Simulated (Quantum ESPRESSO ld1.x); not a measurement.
Task: The mean radii <r> (bohr) of the occupied orbitals of an atom or ion are listed with their occupations. All-electron calculation, non-relativistic Kohn-Sham, Engel-Vosko exchange with Perdew-Wang LDA correlation, spin-unpolarised, spherical densities, point nucleus. Program: ld1.x of Quantum ESPRESSO 7.5.

orbital  occ.     <r>
1s          2  0.5762
3s          1   8.726

Name the element and its charge.

Result: Z = 3, lithium, charge 0: Li in [He] 3s1. The 1s radius gives Z: for a bare nucleus <r> = 1.5/Z, 0.5 bohr for Z = 3, and screening makes it slightly larger (0.5762 here). The occupations add up to 3, and the charge is Z minus that.
